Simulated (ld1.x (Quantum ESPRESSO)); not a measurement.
F (Z = 9): PAW pseudisation with BLYP, non-relativistic reference atom.

ld1.x (Quantum ESPRESSO) 7.5 was run on this input:

```
&input
   title='F', zed=9., rel=0, dft='BLYP', iswitch=3,
   config='[He] 2s2 2p2',
   nld=2, rlderiv=0.95, eminld=-9.0, emaxld=5.0, deld=0.04
 /
 &inputp
   pseudotype=3, lpaw=.true., tm=.true., lloc=-1, rcloc=0.60,
   nlcc=.true., rcore=0.50,
   which_augfun='BESSEL', rmatch_augfun=0.65,
   file_pseudopw='F.UPF', file_wfcaegen='ae.wfc', file_wfcncgen='nc.wfc', file_beta='beta', file_chi='chi', file_wfcusgen='us.wfc'
 /
4
2S  1  0   2.00   0.00  0.60  0.80  0.0
2S  1  0   0.00  -3.75  0.60  0.80  0.0
2P  2  1   2.00   0.00  0.65  0.85  0.0
2P  2  1   0.00  -4.30  0.65  0.85  0.0
 &test
   configts(1)='2s2 2p2'
 /
```

Command:

```bash
ld1.x < F.in > F.out
```

The program printed (shortened: banner, matrices, multipoles, cross overlaps and the repeated all-electron block are left out):

```
Program LD1 v.7.5
     --------------------------- All-electron run ----------------------------

     F

     atomic number is  9.00
     dft =BLYP   lsd =0 sic =0 latt =0  beta=0.20 tr2=1.0E-14
     Exchange-correlation= BLYP
                           (   1   3   1   3   0   0   0)
     mesh =1105 r(mesh) =  99.76081 a.u. xmin = -7.00 dx = 0.01250
     1 Ry =  13.60569312 eV

     n l     nl                  e(Ry)          e(Ha)          e(eV)
     1 0     1S 1( 2.00)       -54.5008       -27.2504      -741.5218
     2 0     2S 1( 2.00)        -6.6875        -3.3437       -90.9878
     2 1     2P 1( 2.00)        -5.3539        -2.6769       -72.8432

     final scf error:  7.9E-15 reached in  21 iterations

     Etot =    -190.774882 Ry,     -95.387441 Ha,   -2595.624498 eV

     Ekin =     190.443204 Ry,      95.221602 Ha,    2591.111785 eV
     Encl =    -426.683553 Ry,    -213.341777 Ha,   -5805.325489 eV
     Eh   =      62.381246 Ry,      31.190623 Ha,     848.740084 eV
     Exc  =     -16.915778 Ry,      -8.457889 Ha,    -230.150878 eV

     normalization and overlap integrals

     s(1S/1S) =  1.000000  <r> =   0.1763  <r2> =    0.0419  r(max) =   0.1139
     s(2S/2S) =  1.000000  <r> =   0.8785  <r2> =    0.9148  r(max) =   0.7155
     s(2P/2P) =  1.000000  <r> =   0.8281  <r2> =    0.8508  r(max) =   0.6236

     ------------------------ End of All-electron run ------------------------

     --------------------- Generating PAW atomic setup --------------------

      Generating local potential from pseudized AE potential:
      Matching radius rcloc =   0.6000

      Local pseudo, rcloc= 0.593 Estimated cut-off energy=    64.98 Ry

      Computing core charge for nlcc:

       r > 0.50 : true rho core
       r < 0.50 : rho core = a sin(br)/r    a=   1.37  b=   5.47

      Integrated core pseudo-charge :   0.15
      Wfc-us  2S rcutus= 0.801  Estimated cut-off energy=    71.25 Ry
      Wfc-us  2S rcutus= 0.801  Estimated cut-off energy=    77.58 Ry
      Wfc-us  2P rcutus= 0.842  Estimated cut-off energy=   109.02 Ry
      Wfc-us  2P rcutus= 0.842  Estimated cut-off energy=   112.50 Ry

     Required augmentation: BESSEL   radius:    0.650000
     Suggested rho cutoff for augmentation: 126.78 Ry

     Estimated PAW energy =  -50.512037 Ryd

     ------------------- End of pseudopotential generation -------------------

     Computing logarithmic derivative in   0.94795
     Message from routine run_pseudo:
     Warning: convergence not achieved
     Computing logarithmic derivative in   0.94795
     Computing the partial wave expansion
     R is outside the sphere for l=    0 j= 0.00
     R is outside the sphere for l=    0 j= 0.00
     R is outside the sphere for l=    1 j= 0.00
     R is outside the sphere for l=    1 j= 0.00

     ---------------------- Testing the pseudopotential ----------------------

     F

     atomic number is  9.00   valence charge is  7.00
     dft = SLA  LYP  B88  BLYP   lsd =0 sic =0 latt =0  beta=0.20 tr2=1.0E-14
     mesh =1105 r(mesh) =  99.76081 xmin = -7.00 dx = 0.01250

     n l     nl             e AE (Ry)        e PS (Ry)    De AE-PS (Ry)
     1 0     2S   1( 2.00)       -6.68748       -6.68749        0.00000
     2 1     2P   1( 2.00)       -5.35388       -5.35388       -0.00000

     eps = 1.1E-13  iter =201

     Etot =    -190.774882 Ry,     -95.387441 Ha,   -2595.624498 eV
     Etotps =   -50.512039 Ry,     -25.256020 Ha,    -687.251308 eV

     Ekin =      41.694592 Ry,      20.847296 Ha,     567.283830 eV
     Encl =     -92.323730 Ry,     -46.161865 Ha,   -1256.128332 eV
     Ehrt =      17.032876 Ry,       8.516438 Ha,     231.744079 eV
     Ecxc =     -16.915778 Ry,      -8.457889 Ha,    -230.150886 eV
     (Ecc =      -0.170147 Ry,      -0.085074 Ha,      -2.314973 eV)

     ---------------------- End of pseudopotential test ----------------------
```

Generation and configuration tests took about 5.7 s on one core of a shared server CPU.
